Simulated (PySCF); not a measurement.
## ReH₂, quartet: structure and spectrum

These are results of UPBE0/[Re def2-TZVP with ECP60, H def2-TZVP], scalar-relativistic core potentials, density fitting, no spin–orbit coupling, PySCF, not measurements.

The structure is a minimum.

```xyz
3
charge 0 multiplicity 4, angstrom
Re    0.0000    0.0000   -0.0136
H     0.9986    0.0000    1.2640
H    -0.9986    0.0000    1.2640
```

* Point group: C2v
* Bond lengths: Re–H 1.622 Å (×2)
* Bond angles: H–Re–H 76.0°
* Rotational symmetry number: 2
* Heat capacity Cp at 298.15 K: 39.3 J/(mol K)
* Zero-point energy: 28.3 kJ/mol
* Dipole moment: 2.67 D
* Entropy at 298.15 K and 1 bar (electronic part: spin only): 247.1 J/(mol K)
* Spin squared ⟨S²⟩: 3.782
* Atomisation energy without zero-point energy: 436 kJ/mol
* Principal quadrupole moments (Buckingham, traceless) about the centre of mass: -2.03, -0.29, 2.32 D Å
* Lowest empty level (α): -2.07 eV
* Highest occupied level (β): -4.76 eV
* Principal polarisabilities: 46.9, 51.8, 60.2 bohr³
* Rotational constants: 8.387, 5.179, 3.202 cm⁻¹
* Enthalpy at 298.15 K above 0 K: 10.70 kJ/mol

Harmonic modes (masses in u: Re 186.956, H 1.008):
```tsv
symmetry	ω (cm⁻¹)	IR (km/mol)
a1	413	61.4
b2	2150	27.9
a1	2176	58.4
```

In C2v the vibrations span 2a1 + b2. Here b1 is antisymmetric to the molecular plane and b2 lies in it.

Charges (e):
```json
{"atom": "Re1", "Mulliken": "0.00", "Löwdin": "0.10", "polar tensor": "0.31", "spin (Mulliken)": "3.23", "Mayer order to Re1": "–"}
{"atom": "H2,3", "Mulliken": "0.00", "Löwdin": "-0.05", "polar tensor": "-0.16", "spin (Mulliken)": "-0.11", "Mayer order to Re1": "1.00"}
```

Mulliken populations on Re1 (electrons outside its core potential): s 3.14, p 6.11, d 5.75, f 0.01.

Outer orbital energies (eV). α occupied: -9.88, -9.05, -7.00, -6.82, -6.80, -6.35; empty: -2.07, -1.45, -0.57, 2.52. β occupied: -9.69, -8.53, -4.76; empty: -1.95, -1.63, -1.38, -1.18.

Formally Re is in oxidation state +2, d5, with 3 unpaired electrons (the high-spin count would be 5). The Mulliken spin on Re is 3.23. The polar-tensor charge on Re, 0.31, is far below the formal one.

Only a few start shapes were tried, so a lower isomer may exist. Other spin states or occupations of the open shell can lie lower. At this level a sextet minimum of C2v symmetry lies 47 kJ/mol below this structure. With an element this heavy the missing spin–orbit coupling can shift these numbers.

The final relaxation and frequency run took roughly 60 core-seconds on a shared host.
